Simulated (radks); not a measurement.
Spin polarisation of the 4f10 shell in neutral dysprosium. Start: [Xe] 4f(up 5, down 5) 6s2; electrons of 4f are moved from spin down to spin up, other shells keep equal spins. All-electron calculation, non-relativistic Kohn-Sham, PBE, spin-polarised, spherical densities, point nucleus. Program: a radial shooting solver on a logarithmic mesh with Libxc functionals.

| moment (Bohr magnetons) | E - E(0) (eV) | e(4f up) (eV) | e(4f down) (eV) | 6s down minus up (eV) | 5p down minus up (eV) |
|---|---|---|---|---|---|
| 0 | 0.000 | -6.988 | -6.988 | 0.000 | 0.000 |
| 1 | -0.192 | -7.359 | -6.590 | 0.022 | 0.271 |
| 2 | -0.768 | -7.702 | -6.166 | 0.044 | 0.542 |
| 3 | -1.728 | -8.017 | -5.714 | 0.066 | 0.815 |
| 4 | -3.071 | -8.303 | -5.235 | 0.088 | 1.090 |

At moment 4 the spin-polarisation energy is -3.071 eV and the 4f exchange splitting 3.069 eV, that is 0.767 eV per Bohr magneton; E = -I m^2/4 would give I = 0.768 eV.
